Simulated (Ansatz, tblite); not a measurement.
Isomers of PdAu$_{2}$ (singlet), found by a short tight-binding search and relaxed with PBE-D4/def2-TZVP in Ansatz.

In the def2 sets Au, Pd take a core potential; there is no spin–orbit coupling. The xTB rows come from tblite. Correlated methods freeze no core orbitals; core or outer-core shells of Pd, Au are correlated, in sets that lack core-valence functions.

B: This restricted singlet of an open-shell metal (gap down to 0.47 eV) wasn't tested against broken symmetry.

Other spin states were run for one of them alone.

A:

```xyz
3

Pd    1.453    0.251    0.251
Au   -0.437   -0.555   -1.366
Au   -1.015    0.304    1.115
```

B:

Cartesian coordinates in Å:
```
Pd 1.0095 1.7089 1.3392
Au -1.3110 -1.1693 -1.6079
Au 0.3015 -0.5396 0.2687
```

Estimate their order by electronic energy at CCSD(T)/def2-TZVP, counted from the lowest.

A (0.0) < B (80.7), in kJ/mol.

Do the other levels pick the same lowest one?

All that were run do. Energies above each level's lowest (kJ/mol):

```json
{"level": "GFN1-xTB", "A": "0.0", "B": "50.2"}
{"level": "GFN2-xTB", "A": "0.0", "B": "132.7"}
{"level": "HF/def2-TZVP", "A": "0.0", "B": "30.3"}
{"level": "PBE-D4/def2-TZVP", "A": "0.0", "B": "73.6"}
{"level": "r2SCAN-D4/def2-TZVP", "A": "0.0", "B": "80.4"}
{"level": "PBE0-D4/def2-TZVP", "A": "0.0", "B": "72.9"}
{"level": "r2SCAN0-D4/def2-TZVP", "A": "0.0", "B": "75.6"}
{"level": "BHLYP-D4/def2-TZVP", "A": "0.0", "B": "58.7"}
{"level": "MP2/def2-TZVP", "A": "0.0", "B": "91.3"}
{"level": "CCSD/def2-TZVP", "A": "0.0", "B": "68.9"}
{"level": "CCSD(T)/def2-TZVP", "A": "0.0", "B": "80.7"}
```
Point groups (tolerance 0.1 Å): A C2v, B Cs. Lower isomers may exist.
